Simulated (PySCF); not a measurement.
Species: Si2H4, net charge 1, doublet state. SMILES of the parent species: [SiH][SiH3]
Coordinates optimised at B3LYP-D3(BJ)/def2-TZVP (Ansatz):
```
Si
H 1 1.4679
H 1 1.4778 2 116.20
H 1 1.4778 2 116.20 3 139.97
Si 1 2.4202 2 107.16 3 -110.02
H 5 1.4941 1 118.22 2 180.00
```
Charge +1, spin multiplicity 2.

Dispersion corrections to the total energy (kcal/mol) from the dftd3 and dftd4 libraries through PySCF: D3(BJ) without and D4 with the three-body term, each with the damping fitted for the functional named.

```csv
functional,D3(BJ),D4
PW6B95,…,-1.55
BP86,-4.62,…
BLYP,-5.81,-4.10
TPSS,-3.30,…
LC-wPBE,-2.64,-2.14
r2SCAN,-0.68,-0.40
B2PLYP,-2.47,-1.29
```

**Question.** Complete the blanks.

**Answer.** 
- PW6B95, D3(BJ): -1.62
- BP86, D4: -2.58
- TPSS, D4: -2.52
